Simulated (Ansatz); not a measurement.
CH5AlOSe. The species carries charge 0 and has multiplicity 1. The bonds changed during the relaxation, so this is another structure than the one it started from. Geometry: relaxed with PBE0-D4/def2-TZVP. It is one conformer, not always the lowest.

```xyz
9

O    -1.415   -1.205    0.374
C    -0.485   -0.227    0.500
Al   -0.108    1.090   -0.923
Se    1.429   -0.881   -0.363
H    -1.309   -1.875    1.060
H    -0.159   -0.051    1.528
H    -0.773    0.845   -2.337
H     0.564    2.439   -0.432
H     2.256   -0.136    0.595
```

What is the dipole moment at PBE/def2-TZVPP? (Estimate.)

Computed: 3.18 D, with components (0.31, -1.52, 2.77) D in this frame, pointing from negative to positive charge.

And with r2SCAN, B3LYP, ωB97M-V? (Best estimate.)

Ansatz gave: r2SCAN 3.22 D, B3LYP 3.11 D, ωB97M-V 3.10 D.

Give the Mulliken charges with PBE, r2SCAN, ωB97M-V in def2-TZVPP. (Best estimate.)

The calculation gave: 
```
atom    PBE  r2SCAN  ωB97M-V
  O1  -0.23   -0.28    -0.25
  C2  -0.08   -0.05    -0.13
 Al3   0.29    0.44     0.33
 Se4  -0.11   -0.14    -0.13
  H5   0.20    0.21     0.19
  H6   0.13    0.11     0.16
  H7  -0.13   -0.18    -0.12
  H8  -0.14   -0.18    -0.13
  H9   0.07    0.07     0.09
```

B3LYP here is the variant with VWN-RPA as its local correlation; programs differ in this.
